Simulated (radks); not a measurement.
Spherical quantum dot in the effective-mass picture: electrons in a well V = -V0 / (1 + exp((r - R)/a)) with V0 = 5.16, R = 9.55, a = 0.83, all in effective atomic units (hartree* = m*/eps^2 hartree, bohr* = eps/m* bohr), one dielectric constant everywhere. Calculated with a radial shooting solver with Libxc functionals: non-relativistic Kohn-Sham, PBEsol, spin-polarised, spherical densities. Levels are named by radial order and angular momentum (1s, 1p, 1d, 2s, ...), and open shells are averaged over m.

N = 9, configuration 1s2 1p6 1d(up 1, down 0). This is the lowest configuration that the search found. Occupied levels:

| level | occupation | eigenvalue (hartree*) | <r> (bohr*) |
|---|---|---|---|
| 1s up | 1 | -3.7183 | 5.398 |
| 1s down | 1 | -3.7113 | 5.360 |
| 1p up | 3 | -3.6768 | 5.656 |
| 1p down | 3 | -3.6690 | 5.634 |
| 1d up | 1 | -3.6068 | 5.896 |

Energy (hartree*): total -39.2202, kinetic 1.1240, external -45.473, Hartree 6.5782, exchange-correlation -1.4492.
